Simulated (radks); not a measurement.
Results of a calculation; reference values are marked as such.
Spherical quantum dot in the effective-mass picture: electrons in a parabolic well V = omega^2 r^2 / 2 with omega = 0.145, all in effective atomic units (hartree* = m*/eps^2 hartree, bohr* = eps/m* bohr), one dielectric constant everywhere. Level of theory: non-relativistic Kohn-Sham, LDA (Slater exchange, Perdew-Wang correlation), spin-polarised, spherical densities (a radial shooting solver with Libxc functionals). Levels are named by radial order and angular momentum (1s, 1p, 1d, 2s, ...), and open shells are averaged over m.

N = 16, configuration 1s2 1p6 1d(up 5, down 3). This is the lowest configuration that the search found. Occupied and some empty levels:

| level | occupation | eigenvalue (hartree*) | <r> (bohr*) |
|---|---|---|---|
| 1s up | 1 | 2.4531 | 5.660 |
| 1s down | 1 | 2.4589 | 5.562 |
| 1p up | 3 | 2.4934 | 6.715 |
| 1p down | 3 | 2.5006 | 6.695 |
| 1d up | 5 | 2.5441 | 7.392 |
| 1d down | 3 | 2.5516 | 7.401 |
| 2s up | 0 | 2.5682 | 5.819 |
| 2s down | 0 | 2.5718 | 5.873 |
| 1f up | 0 | 2.6042 | 7.912 |
| 1f down | 0 | 2.6116 | 7.934 |
| 2p up | 0 | 2.6432 | 6.595 |
| 2p down | 0 | 2.6475 | 6.597 |

Energy (hartree*): total 24.2972, kinetic 1.3704, external 8.6362, Hartree 16.692, exchange-correlation -2.4015.

Electron density:

| r (bohr*) | n(r) (e/bohr*^3) |
|---|---|
| 0.287 | 0.002402 |
| 1.01 | 0.002566 |
| 1.73 | 0.002921 |
| 2.45 | 0.003467 |
| 3.17 | 0.004175 |
| 3.89 | 0.004963 |
| 4.61 | 0.005696 |
| 5.33 | 0.006194 |
| 6.05 | 0.006261 |
| 6.77 | 0.005764 |
| 7.49 | 0.004726 |
| 8.21 | 0.003372 |
| 8.93 | 0.002051 |
| 9.65 | 0.001046 |
| 10.4 | 0.0004441 |
| 11.1 | 0.0001563 |
| 11.8 | 0.00004552 |
| 12.5 | 0.00001103 |
| 13.2 | 2.219e-06 |
| 14.0 | 3.744e-07 |
